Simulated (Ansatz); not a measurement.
Reaction (hydrogenolysis of a Ge–Si bond): `[SiH3][GeH2][GeH2][SiH2][GeH3]` + H₂ → `[GeH3][SiH2][GeH2][GeH3]` + SiH₄

Gas-phase electronic energies from Ansatz, PBE0-D4/def2-TZVP geometries. CCSD(T)/CBS adds triple-zeta CCSD(T) − MP2 to the extrapolated MP2 energy (def2 sets, frozen cores). This one scheme is used for every species. Functionals use def2-TZVPP. For Ge outer-core shells are correlated without core-valence functions, which leaves a few kJ/mol of doubt a bond. Scalar relativity is left out up to krypton. One conformer a species, not always the lowest.

| level | ΔE (kJ/mol) |
| --- | --- |
| r2SCAN-D4 | 7.8 |
| SCS-MP2/def2-QZVPP | -0.9 |

Task: What does CCSD(T)/CBS give? (Estimate.)

Result: Computed: +6.4 kJ/mol. The listed levels differ from it by 1.4, -7.3 kJ/mol.

Largest T1 diagnostic among the species: 0.012.

Leaving LDA and LC-ωPBE aside and taking each functional with its dispersion term where it has one, the values, not all of them listed here, spread over 22.5 kJ/mol, from B2PLYP to revPBE-D4. LDA lies +4.2 kJ/mol from PBE without D4. In def2-TZVPP, CCSD(T) changes the Hartree–Fock value by +34.2 kJ/mol (the triples alone add +5.9 kJ/mol) and MP2 by +39.3 kJ/mol.
